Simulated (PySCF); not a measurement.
## Magnesium: highly charged ions in a basis for the neutral atom

Mg⁷⁺ [He] 2s2 2p1, Mg⁸⁺ [He] 2s2. Computed with PySCF 2.14 in jorge-DZP-DKH (7s4p1d, 24 functions), with the spin-free X2C one-electron Hamiltonian (Gaussian nucleus). No spin-orbit coupling, so a gap to NIST mixes the basis error with missing relativistic terms.

Changed run: basis of the neutral atom used for a highly charged ion. This setting is unsound on purpose.

| species | method | sound run (hartree) | changed run (hartree) | converged |
| --- | --- | --- | --- | --- |
| Mg⁷⁺ | UHF | not run | -171.83018 | yes |
| Mg⁷⁺ | PBE | not run | -171.88610 | yes |
| Mg⁷⁺ | MN15 | not run | -171.98910 | yes |
| Mg⁸⁺ | UHF | not run | -162.20315 | yes |
| Mg⁸⁺ | PBE | not run | -162.22862 | yes |
| Mg⁸⁺ | MN15 | not run | -162.36936 | yes |

Ionisation energy of Mg⁷⁺:

| method | changed run (eV) | NIST (eV) |
| --- | --- | --- |
| UHF | 261.96 | 265.92 |
| PBE | 262.79 | 265.92 |
| MN15 | 261.77 | 265.92 |

The contracted functions were made for the neutral atom and can be too rigid for a highly charged ion.
